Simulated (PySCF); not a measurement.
Structure from 2D NMR

Compound of formula C7H5ClN2. Correlations simulated from computed shifts and the bond graph:

HSQC (one-bond C–H):
| δH | δC |
| --- | --- |
| 8.25 | 136.7 |
| 7.58 | 131.6 |
| 7.46 | 111.0 |
| 7.46 | 126.3 |

COSY cross peaks (H two or three bonds apart, from the bond graph; peaks can be absent where the dihedral angle is near 90°):
| δH | δH |
| --- | --- |
| 7.58 | 7.46 |
| 7.58 | 7.46 |

HMBC (two and three bonds, from the bond graph):
| δH | δC |
| --- | --- |
| 8.25 | 145.6, 138.5, 128.4 |
| 7.58 | 145.6, 138.5, 126.3, 111.0 |
| 7.46 | 145.6, 131.6, 128.4, 126.3 |
| 7.46 | 138.5, 131.6, 128.4, 111.0 |

Carbons without hydrogens: δ 145.6, 138.5, 128.4.

[PySCF: PBE0/pcSseg-1 with gauge-including orbitals; coordinates at the GFN2-xTB level; isolated molecule; a single conformation; non-relativistic]

References, each an isolated molecule treated in the same way: 1H (σ = 31.72 ppm), 13C (σ = 186.93 ppm) against TMS.

Exchangeable hydrogens are left out of these lists.

**Question.** Which molecule is this?

**Answer.** SMILES Clc1cccc2[nH]ncc12.

Numbering as in the mapped SMILES `[Cl:1][c:2]1[cH:3][cH:4][cH:5][c:6]2[nH:7][n:8][cH:9][c:10]12` (H(Xn): hydrogen on atom n).

1. δC 145.6 is C6, a ring-fusion aromatic carbon.
2. δC 138.5 is C2, an aromatic carbon bearing chlorine.
3. δC 136.7 is C9, an aromatic CH next to a ring nitrogen (δH 8.25).
4. δC 131.6 is C4, an aromatic CH (δH 7.58).
5. δC 128.4 is C10, a ring-fusion aromatic carbon.
6. δC 126.3 is C3, an aromatic CH (δH 7.46).
7. δC 111.0 is C5, an aromatic CH (δH 7.46).
8. HMBC from δH 8.25 reaches the proton-free carbons C6, C2, C10.
9. HMBC from δH 7.58 reaches the proton-free carbons C6, C2.
10. HMBC from δH 7.46 reaches the proton-free carbons C6, C10.
11. HMBC from δH 7.46 reaches the proton-free carbons C2, C10.
12. COSY links 7.58–7.46, 7.58–7.46.

This is the structure that produced the data.

OH/NH shifts are gas-phase values; hydrogen bonding in solution moves them, usually downfield. Carbons that carry Cl, above all several Cl atoms, come out too deshielded, partly because spin–orbit coupling is missing. Shifts are as computed. Against solution values, carbons near 30 ppm lie about +3 ppm off and those near 130 ppm about +5 ppm; carbons on Cl a further +6 ppm. Of 1211 compounds with measured shifts, 218 miss one by over three times the rms of a fit or turn the order of signals round; such compounds aren't used in these exercises.
